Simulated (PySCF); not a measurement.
SMILES Cc1ccc(C(=O)O)cc1 (C8H8O2) at its GFN2-xTB optimised geometry (Å):

```
18

C      1.5499    -3.0864     0.0113
C      0.7995    -1.7916     0.0000
C     -0.5936    -1.7916     0.0000
C     -1.2983    -0.6070     0.0000
C     -0.6198     0.6115     0.0009
C     -1.4075     1.8587    -0.0002
O     -2.6132     1.9129    -0.0197
O     -0.6523     2.9718     0.0235
C      0.7724     0.6203     0.0010
C      1.4685    -0.5728     0.0003
H      1.1756    -3.7515    -0.7649
H      1.4146    -3.5874     0.9698
H      2.6132    -2.9251    -0.1457
H     -1.1231    -2.7334    -0.0006
H     -2.3777    -0.5973    -0.0010
H     -1.2289     3.7515     0.0200
H      1.2988     1.5618     0.0003
H      2.5491    -0.5595    -0.0007
```

Level of theory: PBE/def2-SVP in PySCF.

Map of the electrostatic potential (hartree/e), clipped to [-0.08, 0.12] on the plane z = 0.8 Å:

```
|333333334444433333333333333|
|333333344444443333333333333|
|333333344555443333333333333|
|322233345676543333333333333|
|222222335798533333333333333|
|222222234799522223333333333|
|222211113689921223333333333|
|222110013799921233333333333|
|221100057999732344333333333|
|221100189999854565433333333|
|221100036999967875433333333|
|222110013699999995433333333|
|222211113589999995444433333|
|222222234799979999554443333|
|222223356999766999765443333|
|322333456999867999765443333|
|333333344589999997544443333|
|333333333479999996544443333|
|333333333469989998544443333|
|333333334467657999754443333|
|333333334455446999854443333|
|333333334444445999644433333|
|333333333444444798443333333|
|333333333334444454433333333|
|333333333333334444333333333|
|333333333333333333333333333|
|333333333333333333333333333|
```
Scale: ten equal steps from -0.062 (start of '0') to 0.120 (end of '9'), in the order '0123456789'; x runs from -6.00 to 6.00, y from -6.00 (bottom) to 6.00 (top).
